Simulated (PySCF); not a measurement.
I₃In, SMILES [I][In-]([I])[I], charge -1, multiplicity 2.

Geometry: PBE-D3(BJ)/def2-SVPD. The def2 effective core potentials stand for the cores of I, In; spin–orbit coupling is left out.

All values below come from PySCF with PBE/def2-SVPD.

Isolated molecule, no solvent.

Computed frontier levels, dipole moment and polarisability:
- α spin, highest occupied and lowest empty level: -1.26 and 1.50 eV
- β spin, highest occupied and lowest empty level: -2.44 and -0.77 eV
- dipole moment about the centre of nuclear charge: 1.29 D
- mean static polarisability: 211.3 bohr³ (31.31 Å³)
- polarisability, principal values: 148.4, 242.7, 242.7 bohr³
- ⟨S²⟩: 0.752 (pure state 0.75)
